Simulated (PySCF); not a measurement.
C2H4NO, SMILES C[N]C=O (connectivity only; charge and spin as stated), charge -1, multiplicity 1. Atoms are numbered in the order given.

```xyz
8

C     -0.3672     1.4178     0.0000
N      0.7540     0.5055     0.0000
C      0.4618    -0.7781     0.0000
O     -0.6519    -1.3810     0.0000
H     -0.3331     2.0877    -0.8851
H     -0.3331     2.0877     0.8851
H     -1.3525     0.9125     0.0000
H      1.3874    -1.4169     0.0000
```
Charge -1, spin multiplicity 1.

The structure is a stationary point at B3LYP-D3(BJ)/def2-SVPD. The geometry has at least one imaginary mode, so it is a saddle point at that level. The multiplicity is an assumed one; other spin states were not compared. The isomer is the one that the SMILES or the coordinates give; other isomers of the formula were not compared. Other conformers were not sampled.

All values below come from ωB97X/def2-TZVPD (PySCF).

Isolated molecule, no solvent.

| Property | Result |
|---|---|
| total energy | -208.64091 hartree |
| point group | Cs |
| highest occupied level | -2.90 eV |
| lowest empty level | 5.72 eV |
| orbital gap | 8.62 eV |
| dipole moment about the centre of nuclear charge | 1.92 D |
| mean static polarisability | 51.6 bohr³ (7.64 Å³) |
| polarisability, principal values | 38.6, 52.7, 63.4 bohr³ |
